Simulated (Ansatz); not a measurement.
The molecule TeRu, multiplicity 5 (lowest of 2S+1 = 1, 3, 5, 7 at PBE0/def2-TZVPP; our sources give no spin for the ground state, which may be another). No spin–orbit coupling.

The constants come from a fifth-degree fit in 1/R (seven points, main isotopes). Runs in def2 and cc sets follow the lowest solution found near the PBE0 minimum.

Programs: Ansatz (Gaussian orbitals). Values without a source in brackets are computed. In def2 rows elements past Kr take small-core potentials, without spin–orbit coupling.

Energies at SVWN5/def2-TZVPP:

```csv
R (Å),E (hartree)
2.234178,-362.34272343
2.294237,-362.34848013
2.349491,-362.35076628
2.411952,-362.35064948
2.474413,-362.34833302
2.546483,-362.34364170
2.630565,-362.33626330
```

Problem. With a reduced mass of 57.1070 u, find the minimum, the force constant and the constants.

Solution. A fifth-degree polynomial in 1/R puts the minimum at r_e = 2.3771 Å with force constant 286 N/m. Then ω_e = (1/2πc)√(k/μ) = 291 cm⁻¹ and B_e = h/(8π²cμr_e²) = 0.05224 cm⁻¹; the cubic and quartic terms give α_e = 0.00014 and ω_e x_e = 0.59 cm⁻¹.

Ansatz is a program for electronic structure.
